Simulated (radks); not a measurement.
Results of a calculation; reference values are marked as such.
Q: Species: Br2+. Configuration: [Ar] 3d10 4s2 4p3. Code: a radial shooting solver on a logarithmic mesh with Libxc functionals. Model: scalar-relativistic Kohn-Sham, PBE, spin-polarised, spherical densities, point nucleus; open shells are filled with parallel spins first. Some entries of the table are withheld. Estimate them.

orbital  occ.  eigenvalue (eV)  r(max) (bohr)  <r^2> (bohr^2)
1s up       1        -13342.52        0.02791        0.002461
1s down     1        -13342.30        0.02791        0.002461
2s up       1        -1757.185         0.1592         0.04236
2s down     1        -1757.068         0.1592         0.04236
2p up       3        -1552.720         0.1274         0.03350
2p down     3        -1552.512         0.1274         0.03350
3s up       1        -262.0778         0.4840          0.3498
3s down     1        -261.7843         0.4841          0.3494
3p up       3        -197.5068         0.4810          0.3728
3p down     3        -197.1732         0.4812          0.3719
3d up       5         -90.7364         0.4309          0.4324
3d down     5         -90.3007         0.4309          0.4265
4s up       1         -43.0597          1.396             (1)
4s down     1         -39.8254          1.379             (2)
4p up       3         -29.4360          1.583           3.873
4p down     0         -26.1865          1.574           4.012

A: 
(1) 4s up <r^2> (bohr^2): 2.866
(2) 4s down <r^2> (bohr^2): 2.869
